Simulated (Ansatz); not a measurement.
A CCSD(T) single point on `N[SiH](S)Cl`.

```yaml
crystal:
  periodic: [false, false, false]
  atoms:
    - {symbol: N, position_ang: [-0.390697, 1.346840, 0.136246]}
    - {symbol: Si, position_ang: [0.361134, -0.128210, -0.221276]}
    - {symbol: S, position_ang: [0.079436, -1.340654, 1.498915]}
    - {symbol: Cl, position_ang: [-0.382953, -1.161788, -1.852455]}
    - {symbol: H, position_ang: [-0.138632, 2.186312, -0.359607]}
    - {symbol: H, position_ang: [-1.333984, 1.380522, 0.487700]}
    - {symbol: H, position_ang: [1.769348, 0.156120, -0.562220]}
    - {symbol: H, position_ang: [0.128447, -2.496241, 0.816998]}
basis:
  gaussian: {orbitals: def2-SVP}
correlation: {method: ccsd_t}
```

```sh
$ ansatz run in.yaml --threads 2 --pin off --events-out ev --progress --plain --max-ram 4352MiB
```

Log, shortened:

```
Functional definition: HF
837 factors; integrals over basis functions are off by at most 1.1e-3 eV
mean field evaluation 1: about -32718.0508 eV, gradient 3.1e1 eV
mean field evaluation 2: about -32718.0531 eV, gradient 3.1e1 eV
mean field evaluation 4: about -32720.4277 eV, gradient 2.6e0 eV
mean field evaluation 8: about -32720.4561 eV, gradient 1.2e-4 eV
mean field -32720.45610349 eV, -1202.4545830816 hartree, gradient 1.2e-6 eV, S^2 0.000000; 0 other end points of the search recorded, 0 dependent functions left out
16 core orbitals not correlated: weight in the atoms' cores, before any rotation towards them, 1.000 or more for the frozen orbitals, at most 0.000 for the correlated occupied ones
reference -32720.45610349 eV, -1202.4545830816 hartree; 13, 13 occupied and 59, 59 virtual orbitals, 837 factors
second order -14.39671853 eV of doubles, -0.00000000 eV of singles
cycle   1  -15.29409495 eV  change   -9.0e-1 eV  update   7.8e-2
cycle   2  -15.65197428 eV  change   -3.6e-1 eV  update   2.3e-2
cycle   3  -15.70716003 eV  change   -5.5e-2 eV  update   9.1e-3
cycle   4  -15.70535627 eV  change    1.8e-3 eV  update   2.2e-3
cycle   5  -15.70496990 eV  change    3.9e-4 eV  update   8.1e-4
cycle   6  -15.70481687 eV  change    1.5e-4 eV  update   2.6e-4
cycle   7  -15.70477069 eV  change    4.6e-5 eV  update   8.9e-5
cycle   8  -15.70478552 eV  change   -1.5e-5 eV  update   2.6e-5
perturbative correction -0.38997254 eV, -0.0143312265 hartree
Total energy: -32736.55086155 eV, -1203.0460545309 hartree
```

It took 2.5 s on 2 threads of an Arm Neoverse V2 on a shared host, with 0.4 GiB of host memory at the peak.

The correlation energy is -16.095 eV, 2.4 % of it from (T); the T1 diagnostic reads 0.0096.
